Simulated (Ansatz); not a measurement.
SiCNCl3⁺, that is Si(CN)Cl3 with one electron fewer. Total charge 1; doublet. Geometry PBE0-D4/def2-SVP, that of the neutral singlet; atoms count from 1.

```xyz
6

Si   -0.086    0.403    0.267
C     0.236   -1.107   -0.734
N     0.438   -2.059   -1.364
Cl    0.099    2.018   -0.949
Cl    1.282    0.469    1.765
Cl   -1.968    0.275    1.015
```

Q: Estimate the Mulliken populations from the PBE0/def2-TZVP orbitals of Ansatz.

A: 
```json
{"atom": "Si1", "charge (e)": "0.64", "spin (α − β)": "-0.08"}
{"atom": "C2", "charge (e)": "-0.18", "spin (α − β)": "0.03"}
{"atom": "N3", "charge (e)": "0.10", "spin (α − β)": "0.09"}
{"atom": "Cl4", "charge (e)": "0.16", "spin (α − β)": "0.35"}
{"atom": "Cl5", "charge (e)": "0.14", "spin (α − β)": "0.31"}
{"atom": "Cl6", "charge (e)": "0.14", "spin (α − β)": "0.31"}
```
Mulliken values depend strongly on the basis.

Q: Where does the spin sit?

A: Summed by element: Si -0.08, C 0.03, N 0.09, Cl 0.97, of 1 unpaired in all. Largest on single atoms: Cl4 0.35, Cl5 0.31, Cl6 0.31.

Q: And the Mayer bond orders between heavy atoms (over 0.3)?

A: Si1–C2 0.99 (1.84 Å); Si1–Cl4 1.21 (2.03 Å); Si1–Cl5 1.23 (2.03 Å); Si1–Cl6 1.23 (2.03 Å); C2–N3 2.76 (1.16 Å).
